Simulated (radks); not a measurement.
Results of a calculation; reference values are marked as such.
Q: Species: the bismuth ion Bi4+. Configuration: [Xe] 4f14 5d10 6s1. Level of theory: scalar-relativistic Kohn-Sham, LDA (Slater exchange, Perdew-Wang correlation), spin-polarised, spherical densities, finite nucleus; open shells are filled with parallel spins first (spin-orbit coupling, left out, can overturn this in heavy ions); Fermi nuclear charge, rms radius 5.5211 fm (a radial shooting solver on a logarithmic mesh with Libxc functionals). Some entries of the table are withheld. Estimate them.

orbital  occ.  eigenvalue (eV)  <1/r> (bohr^-1)  r(max) (bohr)
1s up       1        -90588.57            103.1       0.009671
1s down     1        -90588.52            103.1       0.009671
2s up       1        -16313.37            24.24        0.05624
2s down     1        -16313.35            24.24        0.05624
2p up       3        -13973.02            21.22        0.04692
2p down     3        -13973.00            21.22        0.04692
3s up       1        -3969.097            8.980         0.1586
3s down     1        -3969.074            8.980         0.1586
3p up       3        -3300.112            8.106         0.1589
3p down     3        -3300.089            8.106         0.1589
3d up       5        -2625.274            7.602         0.1294
3d down     5        -2625.253            7.602         0.1294
4s up       1        -942.0942            3.877         0.3560
4s down     1        -942.0582            3.877         0.3560
4p up       3        -722.7137            3.479         0.3761
4p down     3        -722.6736            3.479         0.3761
4d up       5        -471.3660            3.131         0.3816
4d down     5        -471.3213            3.131         0.3816
5s up       1        -199.1112            1.650         0.7697
5s down     1        -199.0165            1.650         0.7697
4f up       7        -194.3948            2.746         0.3415
4f down     7        -194.3466            2.746         0.3415
5p up       3        -137.1174              (1)         0.8589
5p down     3        -136.9742              (2)         0.8588
5d up       5         -67.8723              (3)          1.030
5d down     5         -67.5103              (4)          1.028
6s up       1         -51.8687           0.6609          1.781
6s down     0         -50.8944           0.6625          1.775

A: 
(1) 5p up <1/r> (bohr^-1): 1.415
(2) 5p down <1/r> (bohr^-1): 1.416
(3) 5d up <1/r> (bohr^-1): 1.081
(4) 5d down <1/r> (bohr^-1): 1.086
